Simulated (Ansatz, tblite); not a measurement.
Forces on Si₁₉H₂₈, a nanocrystal cut from cubic silicon at its PBE-D4/def2-SVP geometry. Total charge 0; singlet.

The xTB rows come from tblite. Single mean-field runs in def2-TZVP are fitted with def2-universal-jkfit.

GFN2-xTB (tblite), largest force 0.68 eV/Å:

```xyz
47
positions Å, forces eV/Å
Si   -1.699   -3.039    2.062   -0.284   -0.082    0.293
Si    1.257   -3.844   -0.122    0.307   -0.243   -0.144
Si   -3.800    0.146    1.383   -0.246   -0.140    0.306
Si   -0.731   -0.642   -0.751   -0.146   -0.128   -0.151
Si   -2.885    2.433   -1.461   -0.063    0.317   -0.263
Si   -0.575    2.318    1.677    0.213    0.318    0.324
Si    0.159    1.602   -3.713   -0.119    0.332   -0.222
Si    1.509   -0.842    2.352    0.309    0.172    0.355
Si    2.445    1.493   -0.556    0.352    0.279    0.220
Si    2.197   -1.490   -3.054    0.289   -0.286   -0.090
Si   -3.195   -1.471    2.985   -0.236   -0.174   -0.086
Si    0.112   -2.066    0.914   -0.102   -0.663    0.105
Si    2.975   -3.153   -1.578   -0.082   -0.216   -0.199
Si    0.355    0.951    3.357   -0.001    0.056    0.267
Si   -1.969    1.088    0.241   -0.652    0.171   -0.073
Si    1.045    0.266   -1.988    0.144   -0.046   -0.662
Si   -1.284    3.302   -2.955   -0.188   -0.055   -0.234
Si    1.268    3.227    0.523    0.081    0.261    0.013
Si    3.299    0.147    1.180    0.264   -0.016    0.072
H    -1.186   -3.964    3.138   -0.234    0.225   -0.499
H    -2.464   -3.872    1.062    0.326    0.210    0.465
H     0.244   -4.611   -0.937    0.418    0.186    0.396
H     1.809   -4.778    0.927   -0.326    0.249   -0.432
H    -4.668   -0.532    0.350    0.233    0.350    0.435
H    -4.617    1.238    2.029    0.199   -0.431   -0.359
H    -1.630   -1.432   -1.675    0.321    0.282    0.330
H    -3.830    1.562   -2.255    0.262    0.422    0.345
H    -3.690    3.553   -0.852    0.170   -0.502   -0.271
H    -1.380    3.430    2.311    0.218   -0.383   -0.237
H    -0.638    0.692   -4.616    0.396    0.385    0.246
H     1.281    2.196   -4.528   -0.456   -0.331    0.192
H     2.047   -1.766    3.420   -0.206    0.260   -0.375
H     3.585    2.074   -1.360   -0.396   -0.215    0.217
H     1.228   -2.141   -4.011    0.460    0.289    0.266
H     3.344   -0.934   -3.862   -0.519   -0.235    0.173
H    -4.438   -2.192    3.450    0.503    0.337    0.025
H    -2.573   -0.806    4.182   -0.357   -0.319   -0.391
H     3.447   -4.343   -2.381    0.019    0.470    0.383
H     4.146   -2.636   -0.788   -0.381   -0.314   -0.374
H    -0.700    0.459    4.313    0.535    0.297   -0.261
H     1.351    1.775    4.140   -0.496   -0.361   -0.159
H    -0.492    4.392   -2.285   -0.365   -0.337   -0.369
H    -1.996    3.908   -4.141    0.353   -0.038    0.492
H     0.836    4.291   -0.453    0.287   -0.322    0.507
H     2.191    3.867    1.535   -0.390   -0.094   -0.492
H     4.253   -0.892    0.653   -0.264    0.515    0.329
H     4.057    1.037    2.139   -0.151   -0.456   -0.415
```

PBE-D4/def2-TZVP (Ansatz), largest force 0.16 eV/Å:

```
Si -0.032 -0.060 0.004
Si -0.009 -0.067 -0.013
Si -0.067 -0.006 -0.008
Si -0.006 -0.005 -0.006
Si -0.061 0.012 -0.029
Si 0.011 0.038 0.035
Si -0.009 -0.003 -0.067
Si 0.032 0.006 0.041
Si 0.041 0.030 0.011
Si 0.007 -0.027 -0.062
Si -0.057 -0.025 0.061
Si -0.011 -0.059 0.007
Si 0.061 -0.056 -0.026
Si 0.020 0.029 0.074
Si -0.058 0.013 -0.009
Si 0.011 -0.006 -0.060
Si -0.020 0.066 -0.052
Si 0.037 0.071 0.023
Si 0.074 0.015 0.035
H -0.043 0.069 -0.096
H 0.080 0.070 0.094
H 0.091 0.067 0.086
H -0.055 0.072 -0.087
H 0.077 0.074 0.094
H 0.062 -0.090 -0.063
H 0.079 0.069 0.081
H 0.081 0.082 0.082
H 0.058 -0.099 -0.050
H 0.067 -0.093 -0.053
H 0.085 0.081 0.080
H -0.093 -0.058 0.061
H -0.045 0.077 -0.090
H -0.096 -0.049 0.067
H 0.092 0.070 0.082
H -0.102 -0.045 0.059
H 0.119 0.070 -0.037
H -0.057 -0.061 -0.109
H -0.037 0.113 0.079
H -0.107 -0.048 -0.072
H 0.112 0.053 -0.094
H -0.110 -0.088 -0.074
H -0.073 -0.099 -0.061
H 0.070 -0.050 0.114
H 0.048 -0.106 0.104
H -0.099 -0.059 -0.111
H -0.095 0.110 0.058
H -0.072 -0.099 -0.103
```

B97M-V/def2-TZVP (Ansatz), largest force 0.33 eV/Å:

```
Si -0.050 -0.108 0.026
Si -0.001 -0.122 -0.011
Si -0.122 0.001 0.003
Si -0.018 -0.016 -0.021
Si -0.107 0.039 -0.045
Si 0.013 0.084 0.073
Si -0.003 0.010 -0.121
Si 0.066 0.003 0.090
Si 0.091 0.063 0.013
Si 0.031 -0.041 -0.110
Si -0.110 -0.049 0.109
Si -0.026 -0.126 0.011
Si 0.108 -0.107 -0.051
Si 0.031 0.052 0.145
Si -0.124 0.024 -0.021
Si 0.019 -0.015 -0.129
Si -0.041 0.119 -0.100
Si 0.067 0.139 0.039
Si 0.144 0.022 0.064
H -0.094 0.153 -0.200
H 0.149 0.144 0.185
H 0.182 0.135 0.160
H -0.110 0.156 -0.188
H 0.155 0.135 0.186
H 0.135 -0.195 -0.126
H 0.140 0.123 0.145
H 0.165 0.161 0.154
H 0.130 -0.207 -0.111
H 0.134 -0.183 -0.104
H 0.157 0.163 0.161
H -0.201 -0.116 0.135
H -0.088 0.154 -0.176
H -0.188 -0.095 0.134
H 0.179 0.129 0.168
H -0.212 -0.100 0.131
H 0.241 0.142 -0.081
H -0.140 -0.142 -0.232
H -0.083 0.231 0.159
H -0.228 -0.119 -0.168
H 0.239 0.118 -0.186
H -0.199 -0.163 -0.147
H -0.167 -0.209 -0.148
H 0.141 -0.109 0.231
H 0.106 -0.212 0.222
H -0.182 -0.119 -0.203
H -0.187 0.233 0.127
H -0.143 -0.179 -0.190
```
